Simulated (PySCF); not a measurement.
One of the candidates below gave these computed data.

All candidates are C4H14Si3.

| technique | computed result |
| --- | --- |
| 1H NMR | chemical shifts (computed TMS as zero) by class: 5.28 (1 H), 5.27 (1 H), 4.10 (9 H), 1.96 (3 H) ppm [GIAO PBE0/pcSseg-1] |
| 13C NMR | chemical shifts (computed TMS as zero) by class: 154.2 (1 C), 121.3 (1 C), 26.7 (1 C), 1.2 (1 C) ppm [GIAO PBE0/pcSseg-1] |
| Valence photoelectron | vertical ionisation energy: 8.87 eV [ΔSCF CAM-B3LYP/def2-SVPD] |
| Rotational structure | rotational constants A, B, C: 1.370, 1.270, 1.137 GHz [PBE0-D3(BJ)/def2-SVP] |
| UV, first state | lowest singlet excitation: 6.42 eV (193 nm, f = 0.200) [TDDFT CAM-B3LYP/def2-SVPD] |
| Triplet | lowest triplet excitation (Tamm–Dancoff): 4.11 eV [TDA CAM-B3LYP/def2-SVPD] |
| Dipole | 0.81 D [CAM-B3LYP/def2-SVPD] |
| Polarisability | 129.3 au [CAM-B3LYP/def2-SVPD] |

Gas-phase values; electronic properties from PySCF, density fitting. Levels stand in brackets. Isolated species at its PBE0-D3(BJ)/def2-SVP geometry, gas phase. NMR values are class means; diastereotopic atoms form classes of their own.

Question: Which candidate is it?
A. `[SiH3]C([SiH3])([SiH3])C1CC1`
B. `C=C(C)C([SiH3])([SiH3])[SiH3]`
C. `[SiH3][SiH]([SiH3])C1CCC1`

Answer: B. It is `C=C(C)C([SiH3])([SiH3])[SiH3]`. Numbering: `[CH2:1]=[C:2]([CH3:3])[C:4]([SiH3:5])([SiH3:6])[SiH3:7]`. Its formula, C4H14Si3, gives 1 degree of unsaturation: 0 rings and 1 π bond in the structure found. 4 carbons fall into 4 classes; from least to most shielded: fully substituted alkene carbon [C2] (154.2 ppm), terminal =CH2 carbon [C1] (121.3 ppm), allylic carbon [C3] (26.7 ppm), sp3 carbon bound to silicon [C4] (1.2 ppm). Hydrogen classes from least to most shielded: 1 H on a terminal =CH2 carbon, C1 (5.28 ppm), 1 H on a terminal =CH2 carbon, C1 (5.27 ppm), 9 H on 3 SiH3 silicons, Si5/Si6/Si7 (4.10 ppm), 3 H on an allylic carbon, C3 (1.96 ppm). The first electron is taken from the HOMO, whose largest Löwdin shares are 0.33 on the terminal =CH2 carbon, 0.25 on the fully substituted alkene carbon, 0.12 on the sp3 carbon bound to silicon and 0.06 on an SiH3 silicon. By its constants the optimised geometry is an asymmetric top.

The others, at the same levels:
- `[SiH3]C([SiH3])([SiH3])C1CC1` fails: it has 3 carbon classes against 4; its computed 13C shifts are 14.8 (1 C), 4.9 (2 C), -7.2 (1 C) ppm, 1H shifts are 3.94 (9 H), 0.60 (2 H), 0.57 (1 H), 0.48 (2 H) ppm and lowest singlet excitation is 7.23 eV (171 nm, f = 0.020) (against 6.42 eV).
- `[SiH3][SiH]([SiH3])C1CCC1` fails: it has 3 carbon classes against 4; its computed 13C shifts are 30.5 (2 C), 25.8 (1 C), 20.5 (1 C) ppm, 1H shifts are 3.72 (1 H), 3.51 (6 H), 2.23 (1 H), 2.00 (2 H), 1.96 (2 H), 1.94 (1 H), 1.78 (1 H) ppm and lowest singlet excitation is 6.67 eV (186 nm, f = 0.088) (against 6.42 eV).

Each candidate is one conformer, not necessarily the lowest. The conformers computed, where there is a choice (atom-mapped SMILES and torsion angles):
- `[CH2:1]=[C:2]([CH3:3])[C:4]([SiH3:5])([SiH3:6])[SiH3:7]`: C1–C2–C4–Si5 -151°
- `[SiH3:1][C:2]([SiH3:3])([SiH3:4])[CH:5]1[CH2:6][CH2:7]1`: Si1–C2–C5–C6 82°
- `[SiH3:1][SiH:2]([SiH3:3])[CH:4]1[CH2:5][CH2:6][CH2:7]1`: Si1–Si2–C4–C5 173°
